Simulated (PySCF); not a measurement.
C₃HF₄, SMILES F/C=[C]/C(F)(F)F, multiplicity 2. Atoms are numbered in the order given.

```xyz
8

F      0.2617     2.8980     0.0000
C     -0.2918     1.6911     0.0000
C      0.3956     0.5691     0.0000
C      0.0544    -0.8671     0.0000
F      0.5376    -1.4945    -1.0805
F      0.5376    -1.4945     1.0805
F     -1.2877    -1.0284     0.0000
H     -1.3911     1.7170     0.0000
```
Charge 0, spin multiplicity 2.

The structure is a stationary point at B3LYP-D3(BJ)/def2-SVP. The isomer is the one that the SMILES or the coordinates give; other isomers of the formula were not compared.

Calculation: B3LYP-D3(BJ)/def2-SVP run with PySCF.

Frequencies are harmonic and unscaled.

Computed normal modes with their intensities:
```json
[
 {"mode": "1", "ν (cm⁻¹)": "86", "IR (km/mol)": "2.8", "moving atoms (share of kinetic energy)": "C 44 %, F 40 %, H 16 %"},
 {"mode": "2", "ν (cm⁻¹)": "135", "IR (km/mol)": "1.9", "moving atoms (share of kinetic energy)": "F 68 %, C 28 %"},
 {"mode": "3", "ν (cm⁻¹)": "144", "IR (km/mol)": "6.3", "moving atoms (share of kinetic energy)": "F 49 %, C 29 %, H 21 %"},
 {"mode": "4", "ν (cm⁻¹)": "376", "IR (km/mol)": "2.2", "moving atoms (share of kinetic energy)": "F 77 %, C 22 %"},
 {"mode": "5", "ν (cm⁻¹)": "400", "IR (km/mol)": "1.7", "moving atoms (share of kinetic energy)": "F 65 %, C 32 %"},
 {"mode": "6", "ν (cm⁻¹)": "430", "IR (km/mol)": "0.0", "moving atoms (share of kinetic energy)": "F 68 %, C 32 %"},
 {"mode": "7", "ν (cm⁻¹)": "565", "IR (km/mol)": "0.0", "moving atoms (share of kinetic energy)": "F 81 %, C 17 %"},
 {"mode": "8", "ν (cm⁻¹)": "597", "IR (km/mol)": "4.2", "moving atoms (share of kinetic energy)": "F 70 %, C 29 %"},
 {"mode": "9", "ν (cm⁻¹)": "697", "IR (km/mol)": "28.5", "moving atoms (share of kinetic energy)": "F 65 %, C 34 %"},
 {"mode": "10", "ν (cm⁻¹)": "851", "IR (km/mol)": "2.1", "moving atoms (share of kinetic energy)": "H 58 %, C 40 %"},
 {"mode": "11", "ν (cm⁻¹)": "892", "IR (km/mol)": "12.3", "moving atoms (share of kinetic energy)": "C 51 %, F 48 %"},
 {"mode": "12", "ν (cm⁻¹)": "1144", "IR (km/mol)": "373.1", "moving atoms (share of kinetic energy)": "C 62 %, F 36 %"},
 {"mode": "13", "ν (cm⁻¹)": "1171", "IR (km/mol)": "283.1", "moving atoms (share of kinetic energy)": "C 79 %, F 20 %"},
 {"mode": "14", "ν (cm⁻¹)": "1208", "IR (km/mol)": "313.8", "moving atoms (share of kinetic energy)": "C 77 %, F 23 %"},
 {"mode": "15", "ν (cm⁻¹)": "1263", "IR (km/mol)": "13.7", "moving atoms (share of kinetic energy)": "H 66 %, C 23 %, F 11 %"},
 {"mode": "16", "ν (cm⁻¹)": "1344", "IR (km/mol)": "94.4", "moving atoms (share of kinetic energy)": "C 68 %, H 24 %, F 9 %"},
 {"mode": "17", "ν (cm⁻¹)": "1796", "IR (km/mol)": "203.3", "moving atoms (share of kinetic energy)": "C 97 %"},
 {"mode": "18", "ν (cm⁻¹)": "3131", "IR (km/mol)": "2.9", "moving atoms (share of kinetic energy)": "H 92 %, C 8 %"}
]
```
